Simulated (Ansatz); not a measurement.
Consider the hydrogenolysis of a C–B bond: `BC1BNC1` + H₂ → `B1CCN1` + BH₃.

Program: Ansatz. Geometries: PBE0-D4/def2-TZVP. ΔE: electronic, gas phase. CBS: MP2 limit from def2 TZ/QZ plus the TZ coupled-cluster correction, frozen cores. This one scheme is used for every species.

`BC1BNC1`:

Z-matrix (Å, degrees):
```
C
B 1 1.641
B 1 1.514 2 101.5
C 1 1.544 2 82.1 3 -120.0
H 1 1.092 2 110.8 3 125.4
N 2 1.385 1 90.8 3 119.0
H 2 1.191 1 137.5 3 -61.6
H 3 1.202 1 120.3 2 -77.1
H 3 1.198 1 120.7 2 97.3
H 4 1.094 1 113.2 2 -115.5
H 4 1.094 1 114.6 2 118.2
H 6 1.006 2 137.9 1 178.9
```

H₂:

Z-matrix (Å, degrees):
```
H
H 1 0.746
```

`B1CCN1`:

```xyz
10

B    -0.572   -0.944   -0.454
C     0.768   -0.574    0.329
C     0.216    0.872    0.249
N    -0.965    0.393   -0.463
H    -1.116   -1.911   -0.896
H     1.712   -0.724   -0.198
H     0.876   -0.959    1.345
H     0.829    1.566   -0.334
H    -0.012    1.330    1.217
H    -1.735    0.950   -0.796
```

BH₃:

```xyz
4

B     0.000    0.000    0.000
H     1.140    0.300   -0.186
H    -0.275   -1.102    0.367
H    -0.865    0.802   -0.181
```

| species | CCSD(T)/CBS(def2) energy (Eh) |
| --- | --- |
| `BC1BNC1` | -184.60053 |
| H₂ | -1.17544 |
| `B1CCN1` | -159.21673 |
| BH₃ | -26.55200 |

Work out ΔE.

ΔE = (-159.21673) + (-26.55200) − (-184.60053) − (-1.17544) = 0.00724 Eh = +4.5 kcal/mol.

Largest T1 diagnostic among the species: 0.014.

At CCSD(T), def2-SVP lies −1.0 kcal/mol from the extrapolated value and def2-TZVPP −0.6 kcal/mol. Leaving LDA and LC-ωPBE aside and taking each functional with its dispersion term where it has one, the values, not all of them listed here, spread over 6.2 kcal/mol, from BHLYP-D4 to revPBE-D4. LDA lies +3.9 kcal/mol from PBE without D4. The D4 term adds +2.1 kcal/mol with B3LYP and +1.1 kcal/mol with PBE0; it sums over pairs of atoms, weighted by their polarisabilities, and B3LYP, whose exchange is more repulsive, gets the larger term.

B3LYP here is the variant with VWN-RPA as its local correlation; programs differ in this.
